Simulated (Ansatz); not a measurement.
Ansatz (a first-principles code) input (B3LYP-D3(BJ)/def2-TZVP):

Ansatz 0.2 input:
```yaml
crystal:
  periodic: [false, false, false]
  atoms:
    - {symbol: C, position_ang: [-0.76620736, 0.74042944, 0.67423054]}
    - {symbol: C, position_ang: [0.14821181, 0.33594773, -0.16934856]}
    - {symbol: O, position_ang: [0.52424157, -0.95057406, -0.42524233]}
    - {symbol: H, position_ang: [-1.20617544, 1.65582318, 1.02155770]}
    - {symbol: H, position_ang: [0.72267381, 1.03371630, -0.77663788]}
    - {symbol: H, position_ang: [-0.00245760, -1.54321003, 0.12772692]}
basis:
  gaussian:
    orbitals: def2-TZVP
hamiltonian:
  xc: b3lyp
  dispersion: d3bj
magnetization: {spin_polarized: true, initial_magnetization: 1}
phonons: {temperatures: {t_min: 298.15, t_max: 298.15, t_step: 100}}
```

Output:

```
Functional definition: B3LYP
integrals: 0.02 GiB planned
643 factors; their error is unknown
mean field: 0.35 GiB planned
mean field evaluation 1: about -4163.3098 eV, gradient 3.6e1 eV
mean field evaluation 2: about -4160.5632 eV, gradient 4.6e1 eV
mean field evaluation 4: about -4168.5167 eV, gradient 2.6e0 eV
mean field evaluation 8: about -4168.5522 eV, gradient 1.1e-1 eV
mean field evaluation 16: about -4168.5497 eV, gradient 3.6e-4 eV
mean field -4168.54966969 eV, -153.1913748165 hartree, gradient 1.6e-5 eV, S^2 0.758633; 0 other end points of the search recorded, 0 dependent functions left out
the calculation of the forces begins
reference -4168.54987484 eV, -153.1913823558 hartree; 12, 11 occupied and 99, 100 virtual orbitals, 643 factors
these checks for a lower state are left out or cut short: stability, starts, cluster_reference, orbital_swaps, neighbouring_geometries, increment
integrals: 0.02 GiB planned
643 factors; their error is unknown
mean field: 0.35 GiB planned
mean field -4168.54944754 eV, -153.1913666528 hartree, gradient 2.1e-6 eV, S^2 0.758533; 0 other end points of the search recorded, 0 dependent functions left out
the calculation of the forces begins
reference -4168.54965269 eV, -153.1913741919 hartree; 12, 11 occupied and 99, 100 virtual orbitals, 643 factors
these checks for a lower state are left out or cut short: stability, starts, cluster_reference, orbital_swaps, neighbouring_geometries, increment
integrals: 0.02 GiB planned
643 factors; their error is unknown
mean field: 0.35 GiB planned
mean field evaluation 32: about -4168.5493 eV, gradient 2.9e-1 eV
mean field -4168.54947418 eV, -153.1913676320 hartree, gradient 2.2e-6 eV, S^2 0.758736; 0 other end points of the search recorded, 0 dependent functions left out
the calculation of the forces begins
reference -4168.54967935 eV, -153.1913751715 hartree; 12, 11 occupied and 99, 100 virtual orbitals, 643 factors
these checks for a lower state are left out or cut short: stability, starts, cluster_reference, orbital_swaps, neighbouring_geometries, increment
integrals: 0.02 GiB planned
643 factors; their error is unknown
mean field: 0.35 GiB planned
mean field -4168.54959191 eV, -153.1913719583 hartree, gradient 2.2e-6 eV, S^2 0.758620; 0 other end points of the search recorded, 0 dependent functions left out
the calculation of the forces begins
reference -4168.54979708 eV, -153.1913794982 hartree; 12, 11 occupied and 99, 100 virtual orbitals, 643 factors
these checks for a lower state are left out or cut short: stability, starts, cluster_reference, orbital_swaps, neighbouring_geometries, increment
integrals: 0.02 GiB planned
643 factors; their error is unknown
mean field: 0.35 GiB planned
mean field -4168.54961120 eV, -153.1913726673 hartree, gradient 2.2e-6 eV, S^2 0.758647; 0 other end points of the search recorded, 0 dependent functions left out
the calculation of the forces begins
reference -4168.54981635 eV, -153.1913802061 hartree; 12, 11 occupied and 99, 100 virtual orbitals, 643 factors
these checks for a lower state are left out or cut short: stability, starts, cluster_reference, orbital_swaps, neighbouring_geometries, increment
integrals: 0.02 GiB planned
643 factors; their error is unknown
mean field: 0.35 GiB planned
mean field -4168.54942181 eV, -153.1913657071 hartree, gradient 2.2e-6 eV, S^2 0.758729; 0 other end points of the search recorded, 0 dependent functions left out
the calculation of the forces begins
reference -4168.54962687 eV, -153.1913732431 hartree; 12, 11 occupied and 99, 100 virtual orbitals, 643 factors
these checks for a lower state are left out or cut short: stability, starts, cluster_reference, orbital_swaps, neighbouring_geometries, increment
integrals: 0.02 GiB planned
[...]
mean field -4168.54952062 eV, -153.1913693384 hartree, gradient 2.1e-6 eV, S^2 0.758636; 0 other end points of the search recorded, 0 dependent functions left out
the calculation of the forces begins
reference -4168.54972574 eV, -153.1913768763 hartree; 12, 11 occupied and 99, 100 virtual orbitals, 643 factors
these checks for a lower state are left out or cut short: stability, starts, cluster_reference, orbital_swaps, neighbouring_geometries, increment
integrals: 0.02 GiB planned
643 factors; their error is unknown
mean field: 0.35 GiB planned
mean field -4168.54959373 eV, -153.1913720253 hartree, gradient 2.2e-6 eV, S^2 0.758643; 0 other end points of the search recorded, 0 dependent functions left out
the calculation of the forces begins
reference -4168.54979890 eV, -153.1913795649 hartree; 12, 11 occupied and 99, 100 virtual orbitals, 643 factors
these checks for a lower state are left out or cut short: stability, starts, cluster_reference, orbital_swaps, neighbouring_geometries, increment
integrals: 0.02 GiB planned
643 factors; their error is unknown
mean field: 0.35 GiB planned
mean field -4168.54957512 eV, -153.1913713412 hartree, gradient 2.2e-6 eV, S^2 0.758624; 0 other end points of the search recorded, 0 dependent functions left out
the calculation of the forces begins
reference -4168.54978027 eV, -153.1913788803 hartree; 12, 11 occupied and 99, 100 virtual orbitals, 643 factors
these checks for a lower state are left out or cut short: stability, starts, cluster_reference, orbital_swaps, neighbouring_geometries, increment
integrals: 0.02 GiB planned
643 factors; their error is unknown
mean field: 0.35 GiB planned
mean field -4168.54961887 eV, -153.1913729491 hartree, gradient 2.2e-6 eV, S^2 0.758635; 0 other end points of the search recorded, 0 dependent functions left out
the calculation of the forces begins
reference -4168.54982402 eV, -153.1913804883 hartree; 12, 11 occupied and 99, 100 virtual orbitals, 643 factors
these checks for a lower state are left out or cut short: stability, starts, cluster_reference, orbital_swaps, neighbouring_geometries, increment
integrals: 0.02 GiB planned
643 factors; their error is unknown
mean field: 0.35 GiB planned
mean field -4168.54964597 eV, -153.1913739449 hartree, gradient 2.2e-6 eV, S^2 0.758632; 0 other end points of the search recorded, 0 dependent functions left out
the calculation of the forces begins
reference -4168.54985113 eV, -153.1913814843 hartree; 12, 11 occupied and 99, 100 virtual orbitals, 643 factors
these checks for a lower state are left out or cut short: stability, starts, cluster_reference, orbital_swaps, neighbouring_geometries, increment
integrals: 0.02 GiB planned
643 factors; their error is unknown
mean field: 0.35 GiB planned
mean field evaluation 128: about -4168.5520 eV, gradient 3.0e-1 eV
mean field -4168.54961881 eV, -153.1913729469 hartree, gradient 2.2e-6 eV, S^2 0.758631; 0 other end points of the search recorded, 0 dependent functions left out
the calculation of the forces begins
reference -4168.54982393 eV, -153.1913804848 hartree; 12, 11 occupied and 99, 100 virtual orbitals, 643 factors
these checks for a lower state are left out or cut short: stability, starts, cluster_reference, orbital_swaps, neighbouring_geometries, increment
integrals: 0.02 GiB planned
643 factors; their error is unknown
mean field: 0.35 GiB planned
mean field -4168.54963392 eV, -153.1913735020 hartree, gradient 2.2e-6 eV, S^2 0.758636; 0 other end points of the search recorded, 0 dependent functions left out
the calculation of the forces begins
reference -4168.54983911 eV, -153.1913810428 hartree; 12, 11 occupied and 99, 100 virtual orbitals, 643 factors
these checks for a lower state are left out or cut short: stability, starts, cluster_reference, orbital_swaps, neighbouring_geometries, increment
integrals: 0.02 GiB planned
643 factors; their error is unknown
mean field: 0.35 GiB planned
mean field -4168.54961082 eV, -153.1913726532 hartree, gradient 2.2e-6 eV, S^2 0.758639; 0 other end points of the search recorded, 0 dependent functions left out
the calculation of the forces begins
reference -4168.54981603 eV, -153.1913801946 hartree; 12, 11 occupied and 99, 100 virtual orbitals, 643 factors
these checks for a lower state are left out or cut short: stability, starts, cluster_reference, orbital_swaps, neighbouring_geometries, increment
integrals: 0.02 GiB planned
643 factors; their error is unknown
mean field: 0.35 GiB planned
mean field -4168.54959197 eV, -153.1913719605 hartree, gradient 2.1e-6 eV, S^2 0.758628; 0 other end points of the search recorded, 0 dependent functions left out
the calculation of the forces begins
reference -4168.54979707 eV, -153.1913794977 hartree; 12, 11 occupied and 99, 100 virtual orbitals, 643 factors
these checks for a lower state are left out or cut short: stability, starts, cluster_reference, orbital_swaps, neighbouring_geometries, increment
integrals: 0.02 GiB planned
643 factors; their error is unknown
mean field: 0.35 GiB planned
mean field evaluation 160: about -4168.5494 eV, gradient 2.9e-1 eV
mean field -4168.54963654 eV, -153.1913735983 hartree, gradient 2.2e-6 eV, S^2 0.758634; 0 other end points of the search recorded, 0 dependent functions left out
the calculation of the forces begins
reference -4168.54984165 eV, -153.1913811361 hartree; 12, 11 occupied and 99, 100 virtual orbitals, 643 factors
these checks for a lower state are left out or cut short: stability, starts, cluster_reference, orbital_swaps, neighbouring_geometries, increment
integrals: 0.02 GiB planned
643 factors; their error is unknown
mean field: 0.35 GiB planned
mean field -4168.54964400 eV, -153.1913738724 hartree, gradient 2.2e-6 eV, S^2 0.758633; 0 other end points of the search recorded, 0 dependent functions left out
the calculation of the forces begins
reference -4168.54984919 eV, -153.1913814133 hartree; 12, 11 occupied and 99, 100 virtual orbitals, 643 factors
these checks for a lower state are left out or cut short: stability, starts, cluster_reference, orbital_swaps, neighbouring_geometries, increment
integrals: 0.02 GiB planned
643 factors; their error is unknown
mean field: 0.35 GiB planned
mean field -4168.54957406 eV, -153.1913713024 hartree, gradient 2.1e-6 eV, S^2 0.758636; 0 other end points of the search recorded, 0 dependent functions left out
the calculation of the forces begins
reference -4168.54977922 eV, -153.1913788418 hartree; 12, 11 occupied and 99, 100 virtual orbitals, 643 factors
these checks for a lower state are left out or cut short: stability, starts, cluster_reference, orbital_swaps, neighbouring_geometries, increment
integrals: 0.02 GiB planned
643 factors; their error is unknown
mean field: 0.35 GiB planned
mean field -4168.54956794 eV, -153.1913710775 hartree, gradient 2.1e-6 eV, S^2 0.758631; 0 other end points of the search recorded, 0 dependent functions left out
the calculation of the forces begins
reference -4168.54977310 eV, -153.1913786168 hartree; 12, 11 occupied and 99, 100 virtual orbitals, 643 factors
these checks for a lower state are left out or cut short: stability, starts, cluster_reference, orbital_swaps, neighbouring_geometries, increment
integrals: 0.02 GiB planned
643 factors; their error is unknown
mean field: 0.35 GiB planned
mean field evaluation 192: about -4168.5496 eV, gradient 4.5e-3 eV
mean field -4168.54964304 eV, -153.1913738374 hartree, gradient 2.2e-6 eV, S^2 0.758634; 0 other end points of the search recorded, 0 dependent functions left out
the calculation of the forces begins
reference -4168.54984823 eV, -153.1913813779 hartree; 12, 11 occupied and 99, 100 virtual orbitals, 643 factors
these checks for a lower state are left out or cut short: stability, starts, cluster_reference, orbital_swaps, neighbouring_geometries, increment
integrals: 0.02 GiB planned
643 factors; their error is unknown
mean field: 0.35 GiB planned
mean field -4168.54962203 eV, -153.1913730652 hartree, gradient 2.1e-6 eV, S^2 0.758633; 0 other end points of the search recorded, 0 dependent functions left out
the calculation of the forces begins
reference -4168.54982715 eV, -153.1913806033 hartree; 12, 11 occupied and 99, 100 virtual orbitals, 643 factors
Total energy: -4168.67200631 eV, -153.1958706045 hartree
Atom 0 at    -0.766207     0.740429     0.674231 Å, force    -0.000228     0.000547     0.000174 eV/Å
Atom 1 at     0.148212     0.335948    -0.169349 Å, force     0.000229    -0.000374    -0.000189 eV/Å
Atom 2 at     0.524242    -0.950574    -0.425242 Å, force    -0.000223    -0.000041     0.000217 eV/Å
Atom 3 at    -1.206175     1.655823     1.021558 Å, force     0.000075    -0.000298    -0.000048 eV/Å
Atom 4 at     0.722674     1.033716    -0.776638 Å, force    -0.000052     0.000029     0.000047 eV/Å
Atom 5 at    -0.002458    -1.543210     0.127727 Å, force     0.000199     0.000137    -0.000202 eV/Å
Dipole moment:    -0.100054     0.059565     0.091059 e Å
Vibrations: 464.15 474.17 565.43 770.89 842.04 1098.89 1246.46 1356.34 1669.74 3107.17 3306.03 3759.03 cm⁻¹, zero-point energy 1.156794 eV
```

It need not be the lowest isomer of its formula.
